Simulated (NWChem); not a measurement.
System: C2H8Si; SMILES C[SiH2]C

Results from NWChem. All runs use the structure optimised with PBE0/def2-SVP. Level: PBE0/def2-SVP with SMD (1 M gas to 1 M solution), gas-phase geometry. Reactions with the solvent are ignored.

Question: Estimate the computed values for solvent n-hexane. Quantities: solvation free energy (kcal/mol); cavity-dispersion-structure term (kcal/mol); dipole in solution (D).

Answer: The solvation free energy (kcal/mol) is -1.1 and the cavity-dispersion-structure term (kcal/mol) is -0.5. The dipole in solution (D) comes out as 0.92.
